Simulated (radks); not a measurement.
Mn I, configuration [Ar] 3d5 4s1 4p1 (not the ground configuration).

Calculated with a radial shooting solver on a logarithmic mesh with Libxc functionals: Dirac Kohn-Sham, BLYP, spin-unpolarised, spherical densities, finite nucleus; open shells are shared between the two j in proportion to 2j + 1; Fermi nuclear charge, rms radius 3.7057 fm.

Energy parts (hartree):
| part | energy |
|---|---|
| total | -1158.48053 |
| kinetic | 1173.38657 |
| electron-nucleus | -2766.00109 |
| Hartree | 486.35119 |
| exchange-correlation | -52.21722 |

Orbitals (lengths in bohr, moments of r in powers of bohr; <r^-3> diverges for s and p1/2):
\begin{tabular}{lrrrr}
orbital & occ. & eigenvalue (hartree) & <r^-3> & <r^2> \\ \hline
1s1/2 & 2 & -236.3731 & - & 0.004987 \\
2s1/2 & 2 & -27.39033 & - & 0.09222 \\
2p1/2 & 2 & -23.47495 & - & 0.07399 \\
2p3/2 & 4 & -23.09121 & 409.4 & 0.07565 \\
3s1/2 & 2 & -3.20462 & - & 0.8378 \\
3p1/2 & 2 & -2.08961 & - & 0.9525 \\
3p3/2 & 4 & -2.04271 & 50.37 & 0.9720 \\
3d3/2 & 2 & -0.30539 & 4.119 & 1.941 \\
3d5/2 & 3 & -0.30100 & 4.048 & 1.963 \\
4s1/2 & 1 & -0.22193 & - & 10.41 \\
4p1/2 & 0.333333 & -0.07539 & - & 21.40 \\
4p3/2 & 0.666667 & -0.07364 & 1.890 & 21.90 \\
\end{tabular}

The highest occupied level is 4p3/2 at -2.004 eV. The density falls to 0.001 e/bohr^3 at r = 4.74 bohr.
